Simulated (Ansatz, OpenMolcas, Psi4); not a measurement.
# Si2NH5F (SMILES F[SiH2]N[SiH2]): methods side by side

Si2NH5F: 9 atoms, total charge 0, spin state doublet. SMILES: `F[SiH2]N[SiH2]`. The coordinates come from a PBE0-D4/def2-TZVP relaxation. This is one conformer, not always the lowest.

Each level gives the vertical energy of the quartet above the doublet (eV). The values are calculated.

```tsv
level	kind	program	value (eV)	less CCSD(T)/6-31G*	CPU time (all runs)
UHF/6-31G* (spherical functions)	Hartree–Fock	OpenMolcas	6.71	-0.56	15 s
UBLYP/6-31G* (spherical functions)	GGA	Ansatz	6.82	-0.45	27 s
U-r2SCAN/6-31G* (spherical functions)	meta-GGA	OpenMolcas	6.86	-0.41	2 min
U-r2SCAN0/6-31G* (spherical functions)	hybrid meta-GGA	Ansatz	6.93	-0.34	72 s
UPBE0/6-31G* (spherical functions)	global hybrid	Ansatz	6.95	-0.32	36 s
U-wB97X-V/6-31G* (spherical functions)	range-separated hybrid	Psi4	7.50	+0.23	9.3 min
RPA@PBE0/6-31G* (spherical functions)	RPA	Ansatz	7.23	-0.04	49 s
UMP2/6-31G* (spherical functions)	perturbation theory	Ansatz	7.50	+0.23	8.9 s
UCCSD(T)/6-31G* (spherical functions)	coupled cluster or CI	Ansatz	7.27	0.00	85 s
UCCSD/6-31G* (spherical functions)	coupled cluster or CI	Ansatz	7.27	0.00	68 s
```

Differences are taken from UCCSD(T)/6-31G* (spherical functions) for orientation; it has basis-set and higher-order errors of its own. The values span 6.71 to 7.50 eV. The second state's dipole differs much between rows, so they may not all be the same state. CPU times are rough (shared hosts, several kinds of processor and program).
